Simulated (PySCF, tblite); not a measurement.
Isomers of C2H5Cl2Si2 (doublet state), one GFN2-xTB conformer each. Single-point energies are computed at B3LYP/pcH-1 (PySCF, gas phase, no added dispersion term), electronic only. GFN2-xTB treats the open shell by occupation alone, and not every SCF solution was tested for stability.

```json
{"SMILES": "[SiH3]/[C]=C(\\Cl)[SiH2]Cl", "GFN2-xTB relative energy (kcal/mol)": "17.6"}
{"SMILES": "[SiH2]/C=C(\\Cl)[SiH2]Cl", "GFN2-xTB relative energy (kcal/mol)": "0.0"}
```

Conformers: `[SiH3:1]/[C:2]=[C:3](\[Cl:4])[SiH2:5][Cl:6]` (doublet state) with C2–C3–Si5–Cl6 -109°; `[SiH2:1]/[CH:2]=[C:3](\[Cl:4])[SiH2:5][Cl:6]` (doublet state) with C2–C3–Si5–Cl6 0°.

**Question.** What does B3LYP/pcH-1 give for the same structures?

**Answer.** 
```
                   SMILES  B3LYP/pcH-1 E (Eh)  B3LYP/pcH-1 (kcal/mol)  GFN2-xTB (kcal/mol)  point group
  [SiH2]/C=C(\Cl)[SiH2]Cl         -1578.61811                     0.0                  0.0           Cs
[SiH3]/[C]=C(\Cl)[SiH2]Cl         -1578.60002                    11.4                 17.6           C1
```

Both levels put the same isomer lowest. 

**Question.** What happens when harmonic zero-point energies from GFN2-xTB frequencies are added?

**Answer.** 
```json
{"SMILES": "[SiH2]/C=C(\\Cl)[SiH2]Cl", "ZPE (kcal/mol)": "34.5", "electronic (kcal/mol)": "0.0", "with ZPE (kcal/mol)": "0.0"}
{"SMILES": "[SiH3]/[C]=C(\\Cl)[SiH2]Cl", "ZPE (kcal/mol)": "32.1", "electronic (kcal/mol)": "11.4", "with ZPE (kcal/mol)": "9.0"}
```

The zero-point energies span 2.4 kcal/mol. The order is unchanged.

**Question.** As an exercise, what shares would exp(−E/RT) give at 2000 K from these electronic energies alone (no entropy, no degeneracies)?

**Answer.** RT = 3.974 kcal/mol: [SiH2]/C=C(\Cl)[SiH2]Cl 94.6 %, [SiH3]/[C]=C(\Cl)[SiH2]Cl 5.4 %.
